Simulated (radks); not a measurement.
Values are calculated unless marked as measured or tabulated.
Correlation energies from several functionals, in hartree. Species: Ca2+ [Ar]; Tc2+ [Kr] 4d5; Ge2+ [Ar] 3d10 4s2; K18+ 1s1. Level of theory: non-relativistic Kohn-Sham, exchange-only PBE, spin-polarised, spherical densities, point nucleus (a radial shooting solver on a logarithmic mesh with Libxc functionals). Every spin shell is full or empty, so the densities are truly spherical. Functionals are evaluated on that one density, not self-consistently.

[
 {"functional": "PW92", "Ca2+": "-1.5120", "Tc2+": "-3.8575", "Ge2+": "-2.7667", "K18+": "-0.058895"},
 {"functional": "VWN5", "Ca2+": "-1.5190", "Tc2+": "-3.8754", "Ge2+": "-2.7797", "K18+": "-0.058811"},
 {"functional": "PZ", "Ca2+": "-1.5092", "Tc2+": "-3.8495", "Ge2+": "-2.7631", "K18+": "-0.059551"},
 {"functional": "LYP", "Ca2+": "-0.78856", "Tc2+": "-2.0249", "Ge2+": "-1.4781", "K18+": "0"},
 {"functional": "PW91", "Ca2+": "-0.81065", "Tc2+": "-2.2817", "Ge2+": "-1.5826", "K18+": "-0.010173"},
 {"functional": "AM05", "Ca2+": "-1.3763", "Tc2+": "-3.5847", "Ge2+": "-2.5509", "K18+": "-0.051347"},
 {"functional": "OP (B88)", "Ca2+": "-0.76738", "Tc2+": "-1.9589", "Ge2+": "-1.4258", "K18+": "0"},
 {"functional": "TPSS", "Ca2+": "-0.74365", "Tc2+": "-2.1049", "Ge2+": "-1.4586", "K18+": "0"},
 {"functional": "SCAN", "Ca2+": "-0.72399", "Tc2+": "-2.0973", "Ge2+": "-1.4702", "K18+": "0"},
 {"functional": "B95", "Ca2+": "-0.87833", "Tc2+": "-2.5480", "Ge2+": "-1.7605", "K18+": "0"}
]
